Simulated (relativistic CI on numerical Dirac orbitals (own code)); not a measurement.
Transition arrays of In²⁴⁺

Method of calculation: Dirac-Coulomb-Breit CI, separate exchange-only KLI orbitals for each configuration, model QED (radiative potential, 1s self-energy scaled to tabulated hydrogen-like ionisation energies), valence Slater integrals scaled by 0.9, whole transition arrays (own radial code, finite nucleus).

CI space (outside the closed core [Ne] 3s2): 3p6.3d7, 3p6.3d6.4f, 3p5.3d8, 3p6.3d6.4p, 3p6.3d6.5f. Levels of other configurations are missing.

All E1 lines from the levels of 3p6.3d7; mean and standard deviation are weighted by gf, and upper levels are sorted by their leading configuration.

| Upper configuration | Lines | Σgf | Mean (eV) | Mean (nm) | σ (eV) | Strongest line (nm) |
| --- | --- | --- | --- | --- | --- | --- |
| 3p6.3d6.4f | 2825 | 571.9 | 716.82 | 1.730 | 7.08 | 1.716 |
| 3p5.3d8 | 466 | 65.5 | 227.83 | 5.442 | 19.51 | 4.927 |
| 3p6.3d6.4p | 1718 | 36.8 | 557.06 | 2.226 | 6.63 | 2.237 |
| 3p6.3d6.5f | 2825 | 207.0 | 912.39 | 1.359 | 7.79 | 1.347 |

Σgf per state of the lower configuration in bins of 0.1 nm over the central range (centre: value): 1.35: 1.72, 1.75: 4.71, 2.25: 0.26, 4.95: 0.08, 5.05: 0.06.

**Question.** How do configuration mixing and the scaling of the Slater integrals move the arrays?

**Answer.** Slater scale 0.9, no configuration mixing: 3p6.3d6.4f 717.3 ± 7.2 eV (Σgf 595.2), 3p5.3d8 228.6 ± 19.6 eV (Σgf 71.4), 3p6.3d6.4p 557.2 ± 6.6 eV (Σgf 33.5), 3p6.3d6.5f 911.8 ± 7.8 eV (Σgf 160.3); Slater scale 1: 3p6.3d6.4f 718.3 ± 7.6 eV (Σgf 573.9), 3p5.3d8 228.8 ± 20.2 eV (Σgf 65.1), 3p6.3d6.4p 557.2 ± 7.2 eV (Σgf 37.2), 3p6.3d6.5f 913.0 ± 8.4 eV (Σgf 208.0); Slater scale 0.8: 3p6.3d6.4f 715.3 ± 6.6 eV (Σgf 569.8), 3p5.3d8 226.9 ± 18.8 eV (Σgf 65.8), 3p6.3d6.4p 556.9 ± 6.1 eV (Σgf 36.5), 3p6.3d6.5f 911.7 ± 7.2 eV (Σgf 206.1). With mixing, levels are counted to their leading configuration, so an array can shrink or vanish into another, and the sums then hold other lines.
